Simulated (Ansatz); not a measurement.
Ansatz (a quantum-chemistry and plane-wave program) input (wB97X-V/def2-TZVPD):

Ansatz 0.2 input:
```yaml
crystal:
  periodic: [false, false, false]
  atoms:
    - {symbol: Sn, position_ang: [-0.00000000, -0.00000000, -0.03464737]}
    - {symbol: H, position_ang: [0.00000000, 0.00000000, 1.73236848]}
basis:
  gaussian:
    orbitals: def2-TZVPD
hamiltonian:
  xc: {name: wB97X-V}
total_charge: 1
magnetization: {spin_polarized: true, initial_magnetization: 2}
```

Output:

```
Functional definition: wB97X-V
integrals: 0.02 GiB planned
515 factors; their error is unknown
integrals: 0.05 GiB planned
159 factors; integrals over basis functions are off by at most 1.9e-5 eV
mean field: 0.26 GiB planned
mean field evaluation 1: about -5835.7990 eV, gradient 7.9e0 eV
mean field evaluation 2: about -5836.0618 eV, gradient 5.1e0 eV
mean field evaluation 4: about -5836.1410 eV, gradient 2.0e-1 eV
mean field evaluation 8: about -5836.1949 eV, gradient 2.1e-2 eV
mean field evaluation 16: about -5836.1949 eV, gradient 1.3e-5 eV
mean field -5836.19489609 eV, -214.4762065165 hartree, gradient 1.3e-5 eV, S^2 2.010967; 0 other end points of the search recorded, 0 dependent functions left out
reference -5836.19489810 eV, -214.4762065901 hartree; 12, 10 occupied and 53, 55 virtual orbitals, 515 factors
Total energy: -5836.19489810 eV, -214.4762065901 hartree
```

This state (charge 1, triplet) is run at the relaxed geometry of the species with charge 1 and multiplicity 1, and is a spin state other than that species' own.
